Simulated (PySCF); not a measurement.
C₃H₄ClNSi, SMILES C1=CC=N[Si@H]1Cl. Geometry: B3LYP-D3(BJ)/def2-SVP. The structure was generated by enumeration; whether it is a known compound was not checked.

Computed equilibrium geometry at B3LYP-D3(BJ)/def2-SVP (PySCF confirms it by a frequency run) as bond lengths and angles:
Atoms: Cl1 Si2 C3 C4 C5 N6 H7 H8 H9 H10. Bonded distances (Å): Cl1–Si2 2.069, Si2–C3 1.881, Si2–N6 1.780, Si2–H7 1.481, C3–C4 1.348, C3–H8 1.091, C4–C5 1.508, C4–H9 1.095, C5–N6 1.281, C5–H10 1.105. Bond angles (°): Cl1–Si2–C3 113.3, Cl1–Si2–N6 111.5, Cl1–Si2–H7 108.4, C3–Si2–N6 95.3, C3–Si2–H7 116.0, N6–Si2–H7 111.9, Si2–C3–C4 104.1, Si2–C3–H8 132.5, C4–C3–H8 123.4, C3–C4–C5 114.2, C3–C4–H9 125.3, C5–C4–H9 120.5, C4–C5–N6 120.2, C4–C5–H10 118.8, N6–C5–H10 121.0, Si2–N6–C5 106.1.
